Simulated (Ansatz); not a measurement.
Geometry optimisation, RKS PBE-D4/def2-SVP in Ansatz.

Input file:

```yaml
crystal:
  periodic: [false, false, false]
  atoms:
    - { symbol: Ge, position_ang: [-0.333052, 1.171414, 1.819438] }
    - { symbol: "N", position_ang: [0.796481, -0.283674, -0.803324] }
    - { symbol: C, position_ang: [-0.09457, -1.305465, -1.336293] }
    - { symbol: H, position_ang: [1.192362, 1.300146, 2.028579] }
    - { symbol: H, position_ang: [-1.114307, 2.044203, 2.842725] }
    - { symbol: H, position_ang: [-0.860469, -0.280584, 1.815048] }
    - { symbol: H, position_ang: [0.461768, 0.647766, -1.067138] }
    - { symbol: F, position_ang: [-0.730593, 1.907393, 0.256311] }
    - { symbol: H, position_ang: [1.74645, -0.386269, -1.180074] }
    - { symbol: H, position_ang: [-0.277054, -1.271279, -2.437385] }
    - { symbol: H, position_ang: [-1.08141, -1.222919, -0.836757] }
    - { symbol: H, position_ang: [0.294495, -2.320733, -1.10113] }
basis:
  gaussian: { orbitals: def2-SVP }
hamiltonian:
  xc: pbe
  dispersion: d4
relax:
  f_tol: 0.03
  max_steps: 50
```

Launched with:

```bash
$ ansatz run input.yaml --threads 2 --pin off --max-ram 3072MiB --backend cpu --events-out ev --progress --plain --runs-dir out
```

Task: Where does it end, and by what steps?

Result: The forces met the threshold. The force dipped under the threshold on the way, but the program's further checks kept it going. After 11 steps the energy has fallen by 0.041 eV; H12 moved furthest, 0.40 Å.

```tsv
step	energy less start (eV)	largest force component (eV/Å)	accepted
0	0.0000	0.147	yes
1	-0.0167	0.109	yes
2	-0.0260	0.118	yes
3	-0.0295	0.094	yes
4	-0.0340	0.199	yes
5	-0.0372	0.089	yes
6	-0.0392	0.052	yes
7	-0.0398	0.047	yes
8	-0.0401	0.036	yes
9	-0.0404	0.030	yes
10	-0.0407	0.020	yes
11	-0.0409	0.029	yes
```

```xyz
12
Properties=species:S:1:pos:R:3
Ge -0.253 1.044 1.654
N 0.607 -0.110 -0.736
C -0.083 -1.288 -1.246
H 1.286 1.019 1.821
H -0.867 1.869 2.832
H -0.959 -0.333 1.595
H 0.246 0.753 -1.164
F -0.724 2.067 0.272
H 1.615 -0.151 -0.934
H 0.028 -1.472 -2.342
H -1.169 -1.201 -1.034
H 0.272 -2.198 -0.718
```

Time of the run: 23 s on 2 threads of Arm Neoverse V2, with other jobs on the host, peak memory 0.15 GiB.
